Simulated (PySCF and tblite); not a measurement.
Results of a calculation; reference values are marked as such.
C₁₀H₁₆, numbered as in [CH2:1]1[CH2:2][C@@H:3]2[CH2:4][C@H:5]([CH2:6]1)[C@@H:7]2[CH:8]1[CH2:9][CH2:10]1.

Geometries GFN2-xTB; weights from PBE0-D3(BJ)/pcSseg-1 (IEF-PCM, chloroform) energies and GFN2-xTB thermal corrections, with symmetry numbers and mirror pairs. Conformers within 2.5 kcal/mol (GFN2-xTB free energy) were kept, 3 at most. GIAO shieldings: PBE0/pcSseg-1 (IEF-PCM, chloroform). Shifts are against TMS (¹H), TMS (¹³C) at the same level; of two unlike H on one atom, a is the less shielded. Programs: PySCF with density fitting and tblite.

List the conformer-averaged shifts at 298.15 K.

¹H: 2.17 (H3/H5, 2H), 2.06 (H2a/H6a, 2H), 1.93 (H1a, 1H), 1.79 (H2b/H6b, 2H), 1.69 (H4a, 1H), 1.58 (H1b, 1H), 1.52 (H4b, 1H), 0.97 (H7, 1H), 0.79 (H8, 1H), 0.50 (H9a/H10a, 2H), 0.05 (H9b/H10b, 2H) ppm. ¹³C: 51.0 (C7), 38.0 (C3/C5), 27.3 (C2/C6), 27.1 (C4), 17.6 (C1), 10.4 (C8), 5.1 (C9/C10) ppm.

How do the conformers differ?

Torsions listed: C3–C7–C8–C9. The 4-ring runs over atoms 3–4–5–7. The 6-ring runs over atoms 1–2–3–4–5–6. Of a mirror pair one member is shown.
```
conformer                                                                                                            shape  weight %
        1  4-ring puckered (ring torsions -28, 27, -27, 28°); 6-ring boat (ring torsions 33, -83, 83, -33, -27, 27°); -93°      98.1
        2             4-ring puckered (ring torsions -28, 28, -28, 28°); 6-ring chair (all substituents equatorial); -145°       1.9
```

```json
{"signal": "H1a", "1": "1.94", "2": "1.60", "average": "1.93"}
{"signal": "H1b", "1": "1.57", "2": "2.07", "average": "1.58"}
{"signal": "H2a/H6a", "1": "2.06", "2": "2.09", "average": "2.06"}
{"signal": "H2b/H6b", "1": "1.79", "2": "1.80", "average": "1.79"}
{"signal": "H3/H5", "1": "2.17", "2": "2.17", "average": "2.17"}
{"signal": "H4a", "1": "1.69", "2": "1.96", "average": "1.69"}
{"signal": "H4b", "1": "1.53", "2": "0.78", "average": "1.52"}
{"signal": "H7", "1": "0.95", "2": "1.96", "average": "0.97"}
{"signal": "H8", "1": "0.79", "2": "0.76", "average": "0.79"}
{"signal": "H9a/H10a", "1": "0.50", "2": "0.60", "average": "0.50"}
{"signal": "H9b/H10b", "1": "0.05", "2": "0.17", "average": "0.05"}
{"signal": "C1", "1": "17.6", "2": "19.6", "average": "17.6"}
{"signal": "C2/C6", "1": "27.2", "2": "31.0", "average": "27.3"}
{"signal": "C3/C5", "1": "38.0", "2": "38.6", "average": "38.0"}
{"signal": "C4", "1": "26.8", "2": "38.5", "average": "27.1"}
{"signal": "C7", "1": "51.2", "2": "43.6", "average": "51.0"}
{"signal": "C8", "1": "10.3", "2": "13.2", "average": "10.4"}
{"signal": "C9/C10", "1": "5.0", "2": "8.7", "average": "5.1"}
```

Shifts are unscaled: against experiment ¹³C can be off by 15 ppm or more and ¹H by 0.8 ppm.
